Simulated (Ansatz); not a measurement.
Ansatz (a first-principles code) input (RPA@PBE/def2-TZVPP):

Ansatz 0.2 input:
```yaml
crystal:
  periodic: [false, false, false]
  atoms:
    - {symbol: I, position_ang: [2.35809821, -1.08879794, 0.45769637]}
    - {symbol: Si, position_ang: [-0.00000000, -0.00000000, 0.00000000]}
    - {symbol: I, position_ang: [-1.54003672, -1.73390852, -1.25596269]}
    - {symbol: I, position_ang: [-1.11866900, 0.67028309, 2.29235563]}
    - {symbol: I, position_ang: [0.30060750, 2.15242337, -1.49408931]}
basis:
  gaussian:
    orbitals: def2-TZVPP
hamiltonian:
  xc: pbe
total_charge: -1
magnetization: {spin_polarized: true, initial_magnetization: 1}
correlation: {method: rpa, electrons: outside_noble_gas}
```

End of the output:

```
integrals: 0.87 GiB planned
2165 factors; integrals over basis functions are off by at most 7.3e-4 eV
mean field: 1.40 GiB planned
mean field evaluation 1: about -40282.7887 eV, gradient 1.1e1 eV
mean field evaluation 2: about -40282.7889 eV, gradient 1.1e1 eV
mean field evaluation 4: about -40283.3538 eV, gradient 2.4e0 eV
mean field evaluation 8: about -40283.3659 eV, gradient 3.5e-2 eV
mean field evaluation 16: about -40283.3659 eV, gradient 2.2e-5 eV
mean field -40283.36585824 eV, -1480.3863902444 hartree, gradient 3.9e-6 eV, S^2 0.750990; 0 other end points of the search recorded, 0 dependent functions left out
41 core orbitals not correlated
reference -40156.73709518 eV, -1475.7328690338 hartree; 17, 16 occupied and 184, 185 virtual orbitals, 2165 factors
Total energy: -40187.69863339 eV, -1476.8706845767 hartree
```
